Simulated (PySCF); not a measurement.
B(H)(F)(Me), SMILES CBF (CH₄BF) at its PBE0/def2-SVP optimised geometry (Å):

```
7

B     -0.6644     0.0615     0.0000
H     -1.3293     1.0774     0.0000
F     -1.3431    -1.0774     0.0052
C      0.8934     0.0615     0.0000
H      1.2540     0.5964     0.8963
H      1.2646     0.6505    -0.8563
H      1.3431    -0.9411    -0.0254
```

Level of theory: PBE0/def2-TZVP in PySCF.

Map of the log10 of the electron density (e/bohr³), floored at −4 on the plane z = 1.2 Å:

```
|000000000000000000000000000|
|000000000000000000000000000|
|000000000000000000000000000|
|000000000000000000000000000|
|000000011110000000000000000|
|000001222222111112211000000|
|000012233333222333332210000|
|000023344443333445544321000|
|000123445554444566665431000|
|000123455555555678876532100|
|000123455665566789987542100|
|000123455666667899997643100|
|000123455666667889987643100|
|000123455666667788876542100|
|000134455666666777766532100|
|000234566665556666665432000|
|001234566665555556554421000|
|001234566665444455544321000|
|000234566655433344443210000|
|000134555554322233332210000|
|000123444443221122221100000|
|000012233332110011110000000|
|000000122211000000000000000|
|000000000000000000000000000|
|000000000000000000000000000|
|000000000000000000000000000|
|000000000000000000000000000|
```
Scale: ten equal steps from -4.00 (start of '0') to -0.985 (end of '9'), in the order '0123456789'; x runs from -3.50 to 3.50, y from -3.50 (bottom) to 3.50 (top).
